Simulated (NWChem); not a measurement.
Species: C4H2F2O; SMILES O=CC(F)(C#C)F

```xyz
9

C      1.1423    -2.2052    -0.0132
C      0.4210    -1.2361     0.0322
C     -0.3811    -0.0097     0.0429
F     -0.7553     0.3148     1.2869
F     -1.4968    -0.1714    -0.7110
C      0.4143     1.1567    -0.5795
O      0.8582     2.0516     0.0703
H      1.7726    -3.0766    -0.0434
H      0.5242     1.0701    -1.6887
```
Atoms are numbered in this order, from 1.

Results from NWChem. Pople sets run with spherical d functions. Geometry: optimised at PBE0/def2-SVP. Atomic charges in e: unrestrained fits to the electrostatic potential beside Mulliken populations; buried atoms are poorly determined by the fit.

Problem. Predict the results for Hartree-Fock/6-31G*. Quantities: ESP C1; Mulliken C1; ESP C2; Mulliken C2; ESP C3; Mulliken C3; ESP F4; Mulliken F4; ESP F5; Mulliken F5; relative RMS misfit of the potential (%).

Solution. 
```
Quantity                                  Result
----------------------------------------  ------
ESP C1                                     -0.28
Mulliken C1                                -0.39
ESP C2                                     -0.22
Mulliken C2                                -0.05
ESP C3                                      0.87
Mulliken C3                                 0.96
ESP F4                                     -0.29
Mulliken F4                                -0.42
ESP F5                                     -0.33
Mulliken F5                                -0.44
relative RMS misfit of the potential (%)      18
```
